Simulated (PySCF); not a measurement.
**Unknowns**

PySCF 2.14 calculation with geometry: GFN2-xTB, J: B3LYP/pcJ-1 (spin–dipole term left out of most H,H and C,H couplings) and shieldings: GIAO PBE0/pcSseg-1; single conformer, no relativistic terms, no solvent, fast rotation and ring inversion assumed for equivalent nuclei.

References, each an isolated molecule treated in the same way: 1H (σ = 31.72 ppm), 13C (σ = 186.93 ppm) vs TMS. Multiplet labels drop J under 1 Hz and among equivalent protons, and merge close values. Unscaled 3J(H,H) run several per cent high. Splittings of carbon signals by F and P are missing where no couplings were computed. Where no couplings were computed, multiplicities follow the n + 1 count of equivalent neighbours, and m marks all less simple cases (inequivalent or close neighbours, rings, F or P nearby). One-bond C–F couplings are unscaled and too large by tens of Hz. Shifts are as computed. Against solution values, carbons near 30 ppm lie about +3 ppm off and those near 130 ppm about +5 ppm. Of 1211 compounds with measured shifts, 218 miss one by over three times the rms of a fit or turn the order of signals round; such compounds aren't used in these exercises. OH and NH positions are gas-phase values without hydrogen bonding to other molecules.

Question: C₇H₁₁FOSi. 1H NMR (500 MHz, computed): δ 7.08 (m, 1H), 6.69 (m, 1H), 6.51 (m, 1H), 6.42 (m, 1H), 6.19 (m, 1H), 6.15 (m, 1H), 6.08 (m, 1H), 5.53 (m, 1H), 3.89 (s, 3H). 13C{1H} NMR (computed): δ 165.3 (CH), 145.9 (CH), 143.4 (CH), 140.9 (CH2), 139.7 (CH), 122.3 (CH), 53.1 (CH3). Identify the compound.

Answer: SMILES C(=C\C=C/[Si@@H](C=C)OC)/F. Rings plus π bonds: 3 (no ring in the answer). 7 carbon signals for 7 carbons: no two carbons are equivalent. Carbon types of the structure: 5 × CH, 1 × CH2, 1 × CH3, leaving 1 H on heteroatoms. δC 165.3, 145.9, 143.4, 139.7, 122.3: alkene CH. δC 140.9: terminal =CH2 carbon; an sp2 carbon of a C=C bond. δC 53.1: methyl carbon bonded to O; pulled downfield by the heteroatom. δH 7.08, 6.69, 6.42, 6.15, 6.08: hydrogen on an alkene CH; a vinylic proton, deshielded by the sp2 carbon and the C=C anisotropy.

The shifts were computed for this structure.

Question: C₃H₁₁NO₂Si₂. 1H NMR (500 MHz, computed): δ 6.32 (d, 1H), 4.98 (d, 2H), 4.87 (s, 2H), 4.67 (m, 1H), 3.85 (s, 3H), 0.08 (br s, 2H). 13C{1H} NMR (computed): δ 159.8 (CH), 106.2 (CH), 50.7 (CH3). Give a structure.

Answer: `InChI=1S/C3H11NO2Si2/c1-5-8-6-2-3-7-4/h2-3H,4,7-8H2,1H3/b3-2+`. Rings plus π bonds: 1 (no ring in the answer). 3 carbon signals for 3 carbons: no two carbons are equivalent. Carbon types of the structure: 2 × CH, 1 × CH3, leaving 6 H on heteroatoms. δC 159.8: alkene carbon bearing oxygen; an sp2 carbon further deshielded by the attached heteroatom. δC 106.2: β carbon of an enol-ether or enamine type C=C; the O or N lone pair pushes π density onto this β carbon and shields it. δC 50.7: methyl carbon bonded to O; pulled downfield by the heteroatom. δH 6.32: hydrogen on an alkene carbon bearing oxygen; a vinylic proton, deshielded by the sp2 carbon and the C=C anisotropy.

The shifts were computed for this structure.

Question: C₄H₅FO. 1H NMR (300 MHz, computed): δ 6.76 (dq, J = 1.7, 1.6 Hz, 1H), 6.41 (q, J = 2.1 Hz, 1H), 2.09 (td, J = 1.9, 1.4 Hz, 3H). 13C{1H} NMR (computed): δ 164.9 (C, d, J = 407.1 Hz), 141.4 (CH2, d, J = 1.5 Hz), 140.9 (C, d, J = 50.8 Hz), 22.2 (CH3, d, J = 1.7 Hz). Identify the compound.

Answer: `InChI=1S/C4H5FO/c1-3(2)4(5)6/h1H2,2H3`. Rings plus π bonds: 2 (no ring in the answer). 4 carbon signals for 4 carbons: no two carbons are equivalent. Carbon types of the structure: 2 × C, 1 × CH2, 1 × CH3, which accounts for all hydrogens. δC 164.9: carbonyl carbon. δC 141.4: β carbon of a C=C–C=O unit; conjugation with the carbonyl draws π density from the β position. δC 140.9: α carbon of a C=C–C=O unit; an sp2 carbon of a C=C bond. δH 2.09: hydrogen on an allylic methyl carbon; allylic position.

The shifts were computed for this structure.
